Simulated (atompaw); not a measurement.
Plane-wave convergence, PAW (atompaw) potential for Sb

antimony, PAW, made with atompaw 4.2.0.5 (PBE, non-relativistic). Core [Kr] 4d10, reference 5s2 5p1 (charge +2). Waves: 5s (bound): rc 2.10 bohr; 5s channel at -1.65 Ry: rc 2.10 bohr; 5p (bound): rc 2.10 bohr; 5p channel at -0.4 Ry: rc 2.10 bohr; 5d channel at 0.2 Ry: rc 2.10 bohr; 5d channel at 1.35 Ry: rc 2.05 bohr. Local part: bessel scheme, radius 1.90 bohr. Core correction: smooth core density matched at 2.00 bohr. Augmentation charge: sinc compensation charge, radius 1.95 bohr; PAW radius 2.10 bohr; waves and projectors: custom rrkj gramschmidtortho.

The pseudo-atom Hamiltonian at the reference potential is diagonalised in spherical Bessel functions j_l(qr) that vanish at 20 bohr, with q² up to the cutoff. All-electron valence levels (Ry): 5s -2.0713, 5p -1.4723.

Task: How do the lowest levels (Ry) of each channel move with the cutoff, and are there ghosts?

Result:

| cutoff (Ry) | s #1 | p #1 | d #1 | d #2 | f #1 | f #2 | Σ f·Δε (mRy) |
| --- | --- | --- | --- | --- | --- | --- | --- |
| 8 | -2.0703 | -1.4709 | -0.7134 | -0.3133 | -0.3314 | -0.1829 | 3.6 |
| 10 | -2.0710 | -1.4716 | -0.7144 | -0.3136 | -0.3320 | -0.1833 | 1.6 |
| 12 | -2.0710 | -1.4721 | -0.7150 | -0.3139 | -0.3323 | -0.1835 | 1.1 |
| 15 | -2.0711 | -1.4722 | -0.7153 | -0.3140 | -0.3324 | -0.1836 | 0.8 |
| 18 | -2.0713 | -1.4722 | -0.7153 | -0.3140 | -0.3324 | -0.1836 | 0.4 |
| 21 | -2.0713 | -1.4723 | -0.7154 | -0.3141 | -0.3324 | -0.1836 | 0.2 |
| 400 | -2.0714 | -1.4724 | -0.7156 | -0.3141 | -0.3324 | -0.1836 | 0.0 |

Result: no extra level below or beside the all-electron valence levels (s, p, d, f tested); 10 mRy is reached at 8 Ry and 1 mRy at 15 Ry.
